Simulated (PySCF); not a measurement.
## How methods differ on the ionisation energy of Pm⁴⁸⁺

Pm⁴⁸⁺ [Ne] 3s2 3p1 (2P) → Pm⁴⁹⁺ [Ne] 3s2 (1S), as a difference of total energies. All numbers are calculated (PySCF 2.14, scalar relativity by spin-free X2C-1e, in an even-tempered Gaussian basis (18 s from 10 bohr⁻², ratio 2.5; 12 p from 13 bohr⁻², ratio 2.5; 4 d from 52 bohr⁻², ratio 2.7; 4 f from 77 bohr⁻², ratio 2.7)). Correlated levels: outer shells: 1s2 frozen; virtual orbitals above 40 to 60 times the deepest correlated orbital energy dropped. The calculations carry no spin-orbit coupling.

```csv
method,ionisation energy (eV)
UHF,4066.4
MP2 (outer shells),4066.9
SCS-MP2 (outer shells),4066.8
CCSD (outer shells),4066.9
CCSD(T) (outer shells),4066.9
```

A first-order spin-orbit estimate (lowest level to lowest level, LS coupling) adds 92.194 eV.

Breit and QED terms and the two-electron picture change are absent.

First order in ζ underestimates the shift of j = l − 1/2 levels at high Z.

For comparison: 4166 ± 4 eV (theoretical estimate listed by NIST; NIST Atomic Spectra Database, ionization energies).
